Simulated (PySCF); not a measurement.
**Radial density of Xe²⁶⁺ (xenon, charge +26)**

r2SCAN0, [Ar] 3d10, closed-shell 1S. Computed with PySCF 2.14 in an uncontracted even-tempered set (17 s from 3.4 bohr⁻², ratio 2.5; 11 p from 4.4 bohr⁻², ratio 2.5; 8 d from 4.4 bohr⁻², ratio 2.5; 4 f from 22 bohr⁻², ratio 2.7; 3 g from 32 bohr⁻², ratio 2.7), with the non-relativistic Hamiltonian (point nucleus).

| r (bohr) | 4πr²ρ (e/bohr) |
| --- | --- |
| 0.000455 | 0.2751 |
| 0.000766 | 0.7527 |
| 0.00129 | 2.013 |
| 0.00217 | 5.179 |
| 0.00365 | 12.49 |
| 0.00613 | 27.05 |
| 0.0103 | 48.94 |
| 0.0173 | 66.53 |
| 0.0292 | 63.20 |
| 0.0491 | 63.67 |
| 0.0826 | 87.65 |
| 0.139 | 66.56 |
| 0.234 | 70.35 |
| 0.393 | 33.52 |
| 0.661 | 1.230 |
| 1.11 | 0.001890 |

A non-relativistic calculation at this Z misses sizeable relativistic shifts.
